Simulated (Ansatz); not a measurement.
Reaction (formal exchange of groups at a Zn–C bond): `[SiH3]C1N=[C]1[ZnH]` + `C[SiH2]O` → `O[SiH2][CH2][ZnH]` + `[SiH3]C1C=N1`

Program: Ansatz. Geometries: PBE0-D4/def2-TZVP. ΔE: electronic, gas phase. CBS: MP2 limit from def2 TZ/QZ plus the TZ coupled-cluster correction, frozen cores. This one scheme is used for every species. Functionals use def2-TZVPP. For Zn outer-core shells are correlated without core-valence functions, which leaves a few kJ/mol of doubt a bond. Scalar relativity is left out up to krypton. One conformer a species, not always the lowest.

```csv
species,PBE energy (Eh)
`[SiH3]C1N=[C]1[ZnH]`,-2202.23572
`C[SiH2]O`,-406.24600
`O[SiH2][CH2][ZnH]`,-2185.36418
`[SiH3]C1C=N1`,-423.10985
```

Problem. Work out ΔE.

Solution. ΔE = (-2185.36418) + (-423.10985) − (-2202.23572) − (-406.24600) = 0.00769 Eh = +4.8 kcal/mol. CCSD(T)/CBS gives +4.3 kcal/mol.

Largest T1 diagnostic among the species: 0.015.

In def2-TZVPP, CCSD(T) changes the Hartree–Fock value by −2.6 kcal/mol (the triples alone add −0.3 kcal/mol) and MP2 by −2.6 kcal/mol.
